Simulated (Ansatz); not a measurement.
Computed with Ansatz on PBE0-D4/def2-TZVP structures; ΔE is electronic, products minus reactants. CCSD(T)/CBS adds triple-zeta CCSD(T) − MP2 to the extrapolated MP2 energy (def2 sets, frozen cores). DFT in def2-TZVPP. def2 core potentials past Kr. For Ge, Te outer-core shells are correlated without core-valence functions, which leaves a few kJ/mol of doubt a bond. Scalar relativity is left out up to krypton. Each species was taken in one conformer, which may not be the lowest.

Consider the formal exchange of groups at a Te–Ge bond: `[GeH3][TeH]` + `[AlH2][CH2][SiH3]` → `[SiH3][CH2][AlH][TeH]` + GeH₄.

`[GeH3][TeH]`:

Cartesian coordinates in Å:
```
Ge -0.262 -0.067 -0.609
Te 1.470 -0.353 1.251
H -0.462 1.419 -0.939
H 0.321 -0.805 -1.821
H -1.602 -0.697 -0.200
H 0.535 0.503 2.318
```

`[AlH2][CH2][SiH3]`:

Z-matrix (Å, degrees):
```
C
Si 1 1.866
Al 1 1.948 2 113.8
H 1 1.096 2 107.7 3 121.8
H 1 1.096 2 107.7 3 -121.7
H 2 1.489 1 112.7 3 180.0
H 2 1.490 1 110.3 3 59.2
H 2 1.490 1 110.3 3 -59.3
H 3 1.587 1 119.9 2 89.7
H 3 1.587 1 119.9 2 -89.6
```

`[SiH3][CH2][AlH][TeH]`:

```xyz
11

Si   -0.846   -0.927    0.971
C    -0.740   -0.006   -0.651
Al    0.528    1.469   -0.619
Te    3.009    0.990   -0.538
H    -1.086    0.024    2.093
H    -1.946   -1.930    0.981
H     0.435   -1.634    1.240
H    -1.731    0.384   -0.907
H    -0.448   -0.722   -1.427
H     0.104    2.994   -0.608
H     2.720   -0.643   -0.534
```

GeH₄:

Cartesian coordinates in Å:
```
Ge 0.000 0.000 0.000
H -0.917 1.047 -0.646
H 1.043 0.705 0.877
H 0.712 -0.802 -1.097
H -0.838 -0.950 0.866
```

| level | ΔE (kJ/mol) |
| --- | --- |
| r2SCAN | -69.0 |
| PBE0 | -65.9 |

Question: What does CCSD(T)/CBS give? (An estimate is asked.)

Answer: Computed: -70.2 kJ/mol. The listed levels differ from it by 1.2, 4.3 kJ/mol.

Largest T1 diagnostic among the species: 0.012.

In def2-TZVPP, CCSD(T) changes the Hartree–Fock value by −9.7 kJ/mol (the triples alone add −1.9 kJ/mol) and MP2 by −10.8 kJ/mol. The D4 term adds −3.7 kJ/mol with B3LYP and −2.5 kJ/mol with PBE0; it sums over pairs of atoms, weighted by their polarisabilities, and B3LYP, whose exchange is more repulsive, gets the larger term.

B3LYP here is the variant with VWN-RPA as its local correlation; programs differ in this.
